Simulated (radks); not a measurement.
All-electron atom: La in [Xe] 5d1 6s2. Method: scalar-relativistic Kohn-Sham, PBE, spin-polarised, spherical densities, point nucleus; open shells are filled with parallel spins first (spin-orbit coupling, left out, can overturn this in heavy ions); hard spherical wall at 7 bohr; computed with a radial shooting solver on a logarithmic mesh with Libxc functionals. Some entries of the table are withheld. Estimate them.

orbital  occ.  eigenvalue (hartree)  <r> (bohr)  <r^2> (bohr^2)
1s down     1             -1424.065     0.02507       0.0008536
1s up       1             -1424.065     0.02507       0.0008536
2s up       1             -226.6411      0.1074         0.01362
2s down     1             -226.6401      0.1074         0.01362
2p up       3             -203.1142     0.09425         0.01084
2p down     3             -203.1135     0.09425         0.01084
3s up       1             -48.42437      0.2852         0.09291
3s down     1             -48.42393      0.2852         0.09291
3p up       3             -40.91281      0.2832         0.09296
3p down     3             -40.91232      0.2832         0.09296
3d up       5             -30.12436      0.2600         0.07971
3d down     5             -30.12357      0.2600         0.07971
4s up       1              -9.72789      0.6542          0.4827
4s down     1              -9.72641      0.6542          0.4827
4p up       3              -7.28554      0.6931          0.5460
4p down     3              -7.28423      0.6932          0.5460
4d up       5              -3.75235      0.7677          0.6834
4d down     5              -3.75105      0.7676          0.6832
5s up       1              -1.37425       1.562           2.740
5s down     1              -1.36334       1.557           2.723
5p up       3              -0.77108       1.816           3.739
5p down     3              -0.75607       1.809           3.712
6s up       1              -0.08116       3.796             (1)
5d up       1              -0.07004       2.829           9.209
6s down     1              -0.06721       3.819             (2)
5d down     0              -0.05140       2.848           9.346
6p up       0               0.04864         (3)           18.46
6p down     0               0.05998         (4)           18.61
6d up       0               0.30074       4.151           19.74
6d down     0               0.31115       4.140           19.69
7s up       0               0.41912       4.239           20.57
7s down     0               0.43084       4.231           20.51

Answer. 
(1) 6s up <r^2> (bohr^2): 15.67
(2) 6s down <r^2> (bohr^2): 15.84
(3) 6p up <r> (bohr): 4.132
(4) 6p down <r> (bohr): 4.152
